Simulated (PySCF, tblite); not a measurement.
Compound: C3H9ClO2SSi.
Cartesian coordinates in Å at the GFN2-xTB level; atoms count from 1:
```xyz
17
C3H9ClO2SSi angstrom
C     -1.349    0.584   -1.456
C     -0.316   -0.151   -0.601
Si    -1.093   -1.034    0.919
C      0.765    0.813   -0.166
S      1.855   -0.147    0.885
O      1.319   -0.253    2.204
O      2.295   -1.332    0.228
Cl     3.480    1.073    1.041
H     -1.863    1.343   -0.871
H     -2.091   -0.116   -1.830
H     -0.876    1.070   -2.309
H      0.165   -0.911   -1.225
H     -0.307   -2.176    1.356
H     -2.375   -1.542    0.407
H     -1.378   -0.031    1.943
H      1.368    1.198   -0.987
H      0.394    1.624    0.453
```

Computed, not measured: PBE0/pcSseg-1 in PySCF (dipole) on a GFN2-xTB geometry, gas phase.

Masses are those of the commonest isotopes; rigid-rotor values at the optimised geometry. The values belong to one conformer with, in the numbering `[CH3:1][C@H:2]([SiH3:3])[CH2:4][S:5](=[O:6])(=[O:7])[Cl:8]`, C1–C2–C4–S5 177°, C2–C4–S5–O6 -81°.

(1) What are A, B and C (MHz)?

(2) What kind of rotor is it?

(3) What does the inertial defect say?

(4) Give the other two planar moments, Paa and Pbb, and the rms extents of the mass along the axes.

(5) Where do the levels up to J = 4 lie, in cm⁻¹?

(6) Which lines would a microwave search look for?

(7) Estimate the classical rotational partition function at 10 K, 200 K and 500 K.

## Answers

(1) Ia = 224.25, Ib = 638.62, Ic = 736.82 u·Å²; 505379 MHz·u·Å²/I gives A = 2254, B = 791.4, C = 685.9 MHz.

(2) An asymmetric top; Ray's κ = -0.865.

(3) Not planar: Δ = Ic − Ia − Ib = -126.05 u·Å². For a rigid frame Δ = −2 Σ m c², so Σ m c² = 63.03 u·Å² lies off the ab plane: 8.57 from hydrogen and 54.45 from heavier atoms. The atom farthest from that plane is 1.64 Å away.

(4) Paa = Σ m a² = (Ib + Ic − Ia)/2 = 575.60 and Pbb = Σ m b² = (Ia + Ic − Ib)/2 = 161.22 u·Å². With the mass M = 171.98 u, the rms extents √(P/M) along a, b and c are 1.83, 0.97, 0.61 Å.

(5) Above 0(0,0):
J = 1: 1(0,1) 0.0493, 1(1,1) 0.0981, 1(1,0) 0.1016
J = 2: 2(0,2) 0.1476, 2(1,2) 0.1931, 2(1,1) 0.2036, 2(2,1) 0.3500, 2(2,0) 0.3502
J = 3: 3(0,3) 0.2947, 3(1,3) 0.3355, 3(1,2) 0.3566, 3(2,2) 0.4978, 3(2,1) 0.4987, 3(3,1) 0.7506, 3(3,0) 0.7506
J = 4: 4(0,4) 0.4900, 4(1,4) 0.5252, 4(1,3) 0.5604, 4(2,3) 0.6948, 4(2,2) 0.6975, 4(3,2) 0.9480, 4(3,1) 0.9481, 4(4,1) 1.3015, 4(4,0) 1.3015
The levels of one J sum to (2J + 1)J(J + 1)(A + B + C)/3.

(6) The dipole components are |μa| = 1.92 D, |μb| = 3.41 D, |μc| = 0.88 D. The squared components, which scale the intensities, stand as 0.32 : 1.00 : 0.07 (a : b : c). Some lines, for components of 0.1 D or more:

```csv
type,branch,"J(Ka,Kc)",MHz,lower level (cm⁻¹)
a,Q,"2(1,1) ← 2(1,2)",316,0.193
c,Q,"2(1,2) ← 2(0,2)",1362,0.148
c,Q,"1(1,1) ← 1(0,1)",1462,0.049
a,R,"1(0,1) ← 0(0,0)",1477,0.000
b,R,"2(0,2) ← 1(1,1)",1487,0.098
b,Q,"2(1,1) ← 2(0,2)",1679,0.148
a,R,"2(1,2) ← 1(1,1)",2849,0.098
b,R,"1(1,1) ← 0(0,0)",2940,0.000
c,R,"1(1,0) ← 0(0,0)",3045,0.000
a,R,"2(1,1) ← 1(1,0)",3060,0.102
b,R,"2(1,2) ← 1(0,1)",4311,0.049
c,Q,"2(2,1) ← 2(1,1)",4387,0.204
b,Q,"2(2,0) ← 2(1,1)",4392,0.204
c,R,"2(1,1) ← 1(0,1)",4628,0.049
b,Q,"2(2,1) ← 2(1,2)",4703,0.193
b,R,"2(2,1) ← 1(1,0)",7447,0.102
c,R,"2(2,0) ← 1(1,0)",7452,0.102
c,R,"2(2,1) ← 1(1,1)",7552,0.098
b,R,"2(2,0) ← 1(1,1)",7558,0.098
```

(7) Point group C1, symmetry number σ = 1; q = (√π/σ)·√((kT/h)³/(ABC)), k/h = 20836.6 MHz/K: 4820 at 10 K, 431000 at 200 K, 1700000 at 500 K.

Its GFN2-xTB frequencies are all real (lowest 42 cm⁻¹). No vibrational averaging or centrifugal distortion is included, and the geometry carries the error of its method. A rigid rotor knows nothing of internal rotation, which can split or shift real lines. Quadrupole hyperfine structure (35Cl) is left out.
